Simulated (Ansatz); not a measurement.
Computed with Ansatz on PBE0-D4/def2-TZVP structures; ΔE is electronic, products minus reactants. CCSD(T)/CBS adds triple-zeta CCSD(T) − MP2 to the extrapolated MP2 energy (def2 sets, frozen cores). This one scheme is used for every species. DFT in def2-TZVPP. For Br, Se outer-core shells are correlated without core-valence functions, which leaves a few kJ/mol of doubt a bond. Scalar relativity is left out up to krypton. One conformer a species, not always the lowest.

`SB[SiH2][SeH]` + HBr → `[SeH][SiH2]Br` + `BS`  (cleavage of the Si–B bond)

CCSD(T)/CBS gives -24.6 kcal/mol.

(1) Another level gave -25.7 kcal/mol. Which?
A. SCS-MP2/def2-TZVPP
B. HF/def2-TZVPP
C. PBE0-D4/def2-TZVPP
D. r2SCAN/def2-TZVPP

Largest T1 diagnostic among the species: 0.015.

Answers

(1) A. SCS-MP2/def2-TZVPP -25.7, PBE0-D4 -23.0, r2SCAN -24.4, HF/def2-TZVPP -29.2 kcal/mol.

At CCSD(T), def2-SVP lies +3.5 kcal/mol from the extrapolated value and def2-TZVPP +1.2 kcal/mol. Leaving LDA and LC-ωPBE aside and taking each functional with its dispersion term where it has one, the values, not all of them listed here, spread over 4.3 kcal/mol, from BHLYP-D4 to revPBE-D4. LDA lies +1.9 kcal/mol from PBE without D4. From PBE to PBE0 (25 % exact exchange), in def2-TZVPP and without D4, ΔE moves by −1.2 kcal/mol.
